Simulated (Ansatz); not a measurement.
Geometry optimisation, RKS PBE-D4/STO-3G in Ansatz.

The input (input.yaml):

```yaml
crystal:
  periodic: [false, false, false]
  atoms:
    - { symbol: Al, position_ang: [0.0, 0.0, 0.0] }
    - { symbol: O, position_ang: [0.0, 0.0, 1.78] }
    - { symbol: H, position_ang: [-0.9095, -0.2814, 2.1171] }
    - { symbol: Cl, position_ang: [1.9312, 0.0, -1.115] }
    - { symbol: "N", position_ang: [-1.6627, 0.0, -0.96] }
    - { symbol: H, position_ang: [-2.3316, -0.8164, -0.8614] }
    - { symbol: H, position_ang: [-1.9118, 0.8164, -1.5886] }
basis:
  gaussian: { orbitals: STO-3G }
hamiltonian:
  xc: pbe
  dispersion: d4
relax:
  f_tol: 0.02
  max_steps: 40
```

Command:

```bash
$ ansatz run input.yaml --threads 1 --pin off --max-ram 2048MiB --backend cpu --events-out ev --progress --plain --runs-dir out
```

**Question.** Where does it end, and by what steps?

**Answer.** It converged. Limits of this set-up: minimal basis. After 11 steps the energy has fallen by 1.136 eV; H7 moved furthest, 0.79 Å.

```csv
step,energy less start (eV),largest force component (eV/Å),accepted
0,0.0000,3.318,yes
1,-0.8105,1.185,yes
2,-0.9780,1.402,yes
3,-1.0690,0.565,yes
4,-1.1180,0.210,yes
5,-1.1205,0.387,yes
6,-1.1343,0.120,yes
7,-1.1346,0.104,yes
8,-1.1344,0.179,no
9,-1.1354,0.059,yes
10,-1.1354,0.062,yes
11,-1.1357,0.008,yes
```

```xyz
7
Properties=species:S:1:pos:R:3
Al -0.064 0.010 0.013
O 0.061 -0.254 1.705
H -0.924 -0.410 1.984
Cl 1.705 0.369 -1.036
N -1.546 -0.001 -0.886
H -2.499 -0.158 -0.496
H -1.616 0.163 -1.912
```

Run time: 22 s on 1 thread of Arm Neoverse V1, on a shared host, peak memory 0.14 GiB.
